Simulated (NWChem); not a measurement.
A series in which one site is exchanged, each optimised at PBE0/def2-SVP with NWChem, gas phase unless a solvent is named. Some are not confirmed as minima by frequencies. def2 effective core potentials on Zr, I, Hf; no spin-orbit coupling.

A: [I][TiH2][I] (TiH2I2; site = Ti)
B: C(I)I (CH2I2; site = C)
C: [I][HfH2][I] (HfH$_{2}$I$_{2}$; site = Hf)
D: [I][ZrH2][I] (ZrH₂I₂; site = Zr)

Values for A:

```
Property                                            Result
--------------------------------------------------  ------
dipole (D), PBE0/def2-SVP                             0.22
orbital gap (eV), PBE0/def2-SVP                       4.84
static polarisability, CAM-B3LYP/def2-SVPD (bohr³)   115.0
```

Problem. How do these values change for the other members?

Solution. 
```json
[
 {"change from A": "dipole (D), PBE0/def2-SVP", "B": "+0.91", "C": "-0.10", "D": "-0.15"},
 {"change from A": "orbital gap (eV), PBE0/def2-SVP", "B": "+0.66", "C": "+0.80", "D": "+0.46"},
 {"change from A": "static polarisability, CAM-B3LYP/def2-SVPD (bohr³)", "B": "-31.3", "C": "+0.3", "D": "+3.5"}
]
```
